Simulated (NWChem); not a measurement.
# SnH4; SMILES [SnH4]

Program: NWChem. Coordinates come from a PBE0/def2-SVP optimisation. def2 effective core potentials on Sn; no spin-orbit coupling.

**Question.** Predict the results for PBE0/def2-TZVPP. Quantities: highest occupied level (eV); orbital gap (eV).

**Answer.** 
| Quantity | Result |
|---|---|
| highest occupied level (eV) | -9.15 |
| orbital gap (eV) | 9.77 |
